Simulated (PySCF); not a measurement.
HBrZn (SMILES [ZnH][Br]), singlet, at a GFN2-xTB geometry (such geometries of metal compounds can be far from the true shape). Base run: B3LYP/cc-pVDZ (PySCF).

Here is a job for PySCF.
```python
from pyscf import gto, scf, dft, solvent

mol = gto.M(
    atom='''
Zn   -0.00000000   -0.00000000   -1.15550691
H    -0.00000000   -0.00000000   -2.62558154
Br    0.00000000    0.00000000    1.06545111
''',
    basis='cc-pvdz',
    verbose=4,
)

mf = dft.RKS(mol)
mf.xc = 'b3lyp'
mf.kernel()
```

The base run was repeated with changes; each row names its change, and settings that it needs were set with it.

```json
[
 {"change": "base", "ΔE vs base (kcal/mol)": "0.000", "dipole (D)": "1.40", "HOMO-LUMO gap (eV)": "7.13"},
 {"change": "model = IEF-PCM; solvent = tetrahydrofuran", "ΔE vs base (kcal/mol)": "-9.93", "dipole (D)": "2.03", "HOMO-LUMO gap (eV)": "7.75"},
 {"change": "model = IEF-PCM; solvent = tetrahydrofuran; vdw_scale = 1.4", "ΔE vs base (kcal/mol)": "___", "dipole (D)": "___", "HOMO-LUMO gap (eV)": "___"},
 {"change": "model = IEF-PCM; solvent = tetrahydrofuran; r_probe = 0.5", "ΔE vs base (kcal/mol)": "-2.52", "dipole (D)": "1.74", "HOMO-LUMO gap (eV)": "7.43"},
 {"change": "model = IEF-PCM; solvent = 2-propanol", "ΔE vs base (kcal/mol)": "-11.58", "dipole (D)": "2.13", "HOMO-LUMO gap (eV)": "7.80"},
 {"change": "model = IEF-PCM; solvent = methanol", "ΔE vs base (kcal/mol)": "-12.04", "dipole (D)": "2.15", "HOMO-LUMO gap (eV)": "7.82"},
 {"change": "model = IEF-PCM; solvent = tetrahydrofuran; lebedev_order = 41", "ΔE vs base (kcal/mol)": "-9.90", "dipole (D)": "2.03", "HOMO-LUMO gap (eV)": "7.75"},
 {"change": "model = IEF-PCM; solvent = water", "ΔE vs base (kcal/mol)": "___", "dipole (D)": "___", "HOMO-LUMO gap (eV)": "___"},
 {"change": "model = IEF-PCM; solvent = tetrahydrofuran; lebedev_order = 11", "ΔE vs base (kcal/mol)": "-9.83", "dipole (D)": "2.04", "HOMO-LUMO gap (eV)": "7.73"},
 {"change": "model = IEF-PCM; solvent = dichloromethane", "ΔE vs base (kcal/mol)": "___", "dipole (D)": "___", "HOMO-LUMO gap (eV)": "___"},
 {"change": "model = SS(V)PE; solvent = tetrahydrofuran", "ΔE vs base (kcal/mol)": "-9.83", "dipole (D)": "2.03", "HOMO-LUMO gap (eV)": "7.75"},
 {"change": "model = IEF-PCM; solvent = tetrahydrofuran; vdw_scale = 1.0", "ΔE vs base (kcal/mol)": "-26.64", "dipole (D)": "2.38", "HOMO-LUMO gap (eV)": "8.00"}
]
```

Problem. Complete the blanks.

Solution. 
- model = IEF-PCM; solvent = tetrahydrofuran; vdw_scale = 1.4, ΔE vs base (kcal/mol): -4.21
- model = IEF-PCM; solvent = tetrahydrofuran; vdw_scale = 1.4, dipole (D): 1.80
- model = IEF-PCM; solvent = tetrahydrofuran; vdw_scale = 1.4, HOMO-LUMO gap (eV): 7.53
- model = IEF-PCM; solvent = water, ΔE vs base (kcal/mol): -12.45
- model = IEF-PCM; solvent = water, dipole (D): 2.17
- model = IEF-PCM; solvent = water, HOMO-LUMO gap (eV): 7.83
- model = IEF-PCM; solvent = dichloromethane, ΔE vs base (kcal/mol): -10.36
- model = IEF-PCM; solvent = dichloromethane, dipole (D): 2.06
- model = IEF-PCM; solvent = dichloromethane, HOMO-LUMO gap (eV): 7.76

The base is the gas phase, so ΔE is the electrostatic part of solvation at a fixed geometry, without cavity and dispersion terms.
